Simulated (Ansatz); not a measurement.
CrF4, SMILES [Cr]([F])([F])([F])[F] (connectivity only; charge and spin as stated), neutral, multiplicity 3.

Coordinates come from a r2SCAN-D4/def2-SVP optimisation. The spin state was assumed, not searched.

Two levels are set side by side: PBE/def2-SVPD (Ansatz, an electronic-structure program) and CAM-B3LYP/def2-SVPD (Ansatz). Energy differences of separate SCF runs at the same geometry; the states with an electron removed or added have multiplicity 2 and 4. Differences are taken from unrounded values.

| quantity | PBE |
|---|---|
| vertical ionisation energy (eV) | 11.24 |
| vertical electron affinity (eV) | 1.28 |

**Question.** These are the PBE values. What does CAM-B3LYP give? (An estimate is asked for; the answer gives what the named calculation found.)

**Answer.** 
| quantity | CAM-B3LYP | PBE minus CAM-B3LYP |
|---|---|---|
| vertical ionisation energy (eV) | 13.10 | -1.85 |
| vertical electron affinity (eV) | 2.62 | -1.35 |
